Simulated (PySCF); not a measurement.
C2H7Al, charge -1, doublet, at a GFN2-xTB geometry (such geometries of metal compounds can be far from the true shape) (a state made from the parent by changing its charge; the spin is typed, not shown lowest); CAMB3LYP/6-31G** (PySCF).

The PySCF input:
```python
from pyscf import gto, scf, dft

mol = gto.Mole()
mol.atom = '''
    Al    0.729791   -0.114475   -0.084578
    C    -0.720476   -1.528481    0.402992
    H    -0.329936   -2.556121    0.338070
    H    -1.604100   -1.510800   -0.252707
    H    -1.113299   -1.430720    1.427738
    C    -0.272820    1.711438   -0.119545
    H     0.372405    2.527080   -0.481753
    H    -0.633440    2.042261    0.867613
    H    -1.156798    1.726549   -0.774829
    H     0.937660   -0.407813   -1.725299
'''
mol.basis = '6-31g**'
mol.charge = -1
mol.spin = 1
mol.verbose = 4
mol.build()

mf = dft.UKS(mol)
mf.xc = 'camb3lyp'
mf.grids.level = 0
mf.kernel()
mf.analyze()
```

It wrote (shortened):

```
PySCF version 2.14.0

[INPUT] verbose = 4
[INPUT] num. atoms = 10
[INPUT] num. electrons = 33
[INPUT] charge = -1
[INPUT] spin (= nelec alpha-beta = 2S) = 1
[INPUT] symmetry False subgroup None
[INPUT] Mole.unit = angstrom
[INPUT] Symbol           X                Y                Z      unit          X                Y                Z       unit  Magmom
[...]
nuclear repulsion = 93.1113703523079
number of shells = 41
number of NR pGTOs = 154
number of NR cGTOs = 81
basis = 6-31g**
ecp = {}

******** <class 'pyscf.dft.uks.UKS'> ********
method = UKS
initial guess = minao
damping factor = 0
level_shift factor = 0
DIIS = <class 'pyscf.scf.diis.CDIIS'>
diis_start_cycle = 1
diis_space = 8
diis_damp = 0
SCF conv_tol = 1e-09
SCF conv_tol_grad = None
SCF max_cycles = 50
direct_scf = True
direct_scf_tol = 1e-13
number electrons alpha = 17  beta = 16
XC library pyscf.dft.libxc version 7.1.2
    S. Lehtola, C. Steigemann, M. J. T. Oliveira, and M. A. L. Marques,  SoftwareX 7, 1–5 (2018)
XC functionals = camb3lyp
    T. Yanai, D. P. Tew, and N. C. Handy,  Chem. Phys. Lett. 393, 51 (2004)
radial grids:
    Treutler-Ahlrichs [JCP 102, 346 (1995); DOI:10.1063/1.469408] (M4) radial grids

becke partition: Becke, JCP 88, 2547 (1988); DOI:10.1063/1.454033
pruning grids: <function nwchem_prune>
grids dens level: 0
symmetrized grids: False
atomic radii adjust function: <function treutler_atomic_radii_adjust>
small_rho_cutoff = 0
Set gradient conv threshold to 3.16228e-05
tot grids = 8136
init E= -322.48147504462

cycle= 1 E= -322.718798598242  delta_E= -0.237  |g|= 0.358  |ddm|= 1.74
cycle= 2 E= -322.739937133783  delta_E= -0.0211  |g|= 0.333  |ddm|= 0.769
cycle= 3 E= -322.801443798368  delta_E= -0.0615  |g|= 0.019  |ddm|= 0.312
cycle= 4 E= -322.801905486432  delta_E= -0.000462  |g|= 0.00625  |ddm|= 0.0572
cycle= 5 E= -322.801961083124  delta_E= -5.56e-05  |g|= 0.00133  |ddm|= 0.0188
cycle= 6 E= -322.801965637898  delta_E= -4.55e-06  |g|= 0.000456  |ddm|= 0.0057
cycle= 7 E= -322.801966269205  delta_E= -6.31e-07  |g|= 0.000151  |ddm|= 0.00202
cycle= 8 E= -322.801966333622  delta_E= -6.44e-08  |g|= 4.31e-05  |ddm|= 0.000699
cycle= 9 E= -322.801966336385  delta_E= -2.76e-09  |g|= 1.77e-05  |ddm|= 0.000128
cycle= 10 E= -322.801966336733  delta_E= -3.48e-10  |g|= 8.44e-06  |ddm|= 3.88e-05
Extra cycle  E= -322.801966336788  delta_E= -5.53e-11  |g|= 7.41e-06  |ddm|= 1.87e-05
converged SCF energy = -322.801966336788  <S^2> = 0.75071667  2S+1 = 2.0007165
**** SCF Summaries ****
[...]
Total Energy =                        -322.801966336788439
[...]
spin_pop of  5 C 3s       -0.00001
spin_pop of  5 C 2px       0.00714
spin_pop of  5 C 2py       0.01282
spin_pop of  5 C 2pz       0.00117
spin_pop of  5 C 3px       0.00022
spin_pop of  5 C 3py      -0.00004
spin_pop of  5 C 3pz       0.00012
spin_pop of  5 C 3dxy      0.00001
spin_pop of  5 C 3dyz     -0.00001
spin_pop of  5 C 3dz^2     0.00001
spin_pop of  5 C 3dxz      0.00001
spin_pop of  5 C 3dx2-y2   -0.00001
spin_pop of  6 H 1s       -0.00158
spin_pop of  6 H 2s        0.00012
spin_pop of  6 H 2px      -0.00001
spin_pop of  6 H 2py       0.00000
spin_pop of  6 H 2pz      -0.00000
spin_pop of  7 H 1s       -0.00165
spin_pop of  7 H 2s        0.00011
spin_pop of  7 H 2px      -0.00000
spin_pop of  7 H 2py      -0.00000
spin_pop of  7 H 2pz      -0.00000
spin_pop of  8 H 1s        0.01490
spin_pop of  8 H 2s        0.00122
spin_pop of  8 H 2px      -0.00001
spin_pop of  8 H 2py       0.00003
spin_pop of  8 H 2pz       0.00001
spin_pop of  9 H 1s        0.02831
spin_pop of  9 H 2s       -0.00003
spin_pop of  9 H 2px       0.00000
spin_pop of  9 H 2py       0.00000
spin_pop of  9 H 2pz      -0.00006
 ** Mulliken Spin Density (per atom)  **
spin density of  0 Al =      0.88858
spin density of  1 C =      0.02847
spin density of  2 H =     -0.00147
spin density of  3 H =      0.01615
spin density of  4 H =     -0.00155
spin density of  5 C =      0.02847
spin density of  6 H =     -0.00147
spin density of  7 H =     -0.00155
spin density of  8 H =      0.01614
spin density of  9 H =      0.02823
 ** Mulliken pop alpha/beta on meta-lowdin orthogonal AOs **
 ** Mulliken pop       alpha | beta **
In total            17.00000 | 16.00000
 ** Mulliken atomic charges   ( Nelec_alpha | Nelec_beta ) **
charge of  0Al =     -0.01996  (     6.95427      6.06569 )
charge of  1C =     -0.57339  (     3.30093      3.27246 )
charge of  2H =      0.06406  (     0.46724      0.46870 )
charge of  3H =      0.06788  (     0.47414      0.45798 )
charge of  4H =      0.05948  (     0.46948      0.47104 )
charge of  5C =     -0.57361  (     3.30104      3.27257 )
charge of  6H =      0.06416  (     0.46719      0.46866 )
charge of  7H =      0.05952  (     0.46947      0.47101 )
charge of  8H =      0.06796  (     0.47409      0.45795 )
charge of  9H =     -0.21609  (     0.62216      0.59393 )

WARN: System has nonzero charge -1; the dipole moment is origin-dependent.
Location of origin: [0. 0. 0.]

Dipole moment(X, Y, Z, Debye): -2.20536,  0.50297,  1.23496
```
